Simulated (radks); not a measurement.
Values are calculated unless marked as measured or tabulated.
Initial-state core-level shifts of the lutetium ion Lu2+ when its valence configuration changes from [Xe] 4f14 6s1. Code: a radial shooting solver on a logarithmic mesh with Libxc functionals. Model: scalar-relativistic Kohn-Sham, PBEsol, spin-polarised, spherical densities, point nucleus; open shells are filled with parallel spins first (spin-orbit coupling, left out, can overturn this in heavy ions). Shifts are changes of the shell-averaged eigenvalues in eV (positive: less bound).

| valence | 3s | 3d | 4p | 4d |
|---|---|---|---|---|
| 4f14 6p1 | -1.431 | -1.433 | -1.442 | -1.444 |
| 4f14 5d0.5 6s0.5 | +1.298 | +1.306 | +1.312 | +1.321 |
| 4f13 6s1 6p1 | -13.874 | -13.782 | -13.229 | -12.960 |
| 4f13.5 6s1 6p0.5 | -6.744 | -6.700 | -6.464 | -6.338 |
| 4f13 6s2 | -12.601 | -12.508 | -11.950 | -11.681 |
| 4f14 5d1 | +2.565 | +2.580 | +2.592 | +2.611 |
| 4f12 5d2 6s1 | -19.945 | -19.702 | -18.313 | -17.684 |
| 4f13 5d1.5 6s0.5 | -8.072 | -7.952 | -7.404 | -7.111 |
| 4f12.5 6s1.5 6p1 | -20.798 | -20.654 | -19.697 | -19.267 |
